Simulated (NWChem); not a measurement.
Molecule: GeHCl2F; SMILES [F][GeH]([Cl])[Cl]

```xyz
5

Ge     0.3513     0.3243     0.0000
F      1.7755    -0.6482     0.0000
Cl    -0.7588    -0.2029     1.7385
Cl    -0.7588    -0.2029    -1.7385
H      0.7554     1.7940     0.0000
```
Atoms are numbered in this order, from 1.

All runs: NWChem. Coordinates come from a PBE0/def2-SVP optimisation. Static field.

**Question.** What does the run give for CAM-B3LYP/aug-cc-pVDZ? Quantities: isotropic polarisability (bohr³); anisotropy (bohr³).

**Answer.** 
| Property | Value |
|---|---|
| isotropic polarisability (bohr³) | 55.5 |
| anisotropy (bohr³) | 16.5 |
